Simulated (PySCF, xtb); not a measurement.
C2H6F2Si, SMILES C[SiH2]C(F)F. Other conformers were not sampled.

Harmonic wavenumbers (cm⁻¹) from xtb 6.7.1 with GFN2-xTB at its own minimum, in rising order: 44, 120, 123, 205, 338, 455, 490, 582, 616, 686, 749, 781, 824, 841, 995, 1076, 1238, 1282, 1362, 1459, 1464, 2267, 2271, 2895, 3022, 3024, 3041.

Problem. What does PBE-D3(BJ)/def2-SVP (PySCF) give at its own minimum? (Estimate from the structure and the level; the computed values follow.)

Solution. 68, 127, 131, 215, 349, 483, 521, 607, 642, 676, 763, 854, 872, 912, 1027, 1077, 1215, 1272, 1311, 1379, 1387, 2165, 2172, 2946, 2985, 3088, 3092. Paired by order, the mean absolute difference is 39 cm⁻¹ and the zero-point energies are 46.1 and 46.2 kcal/mol.
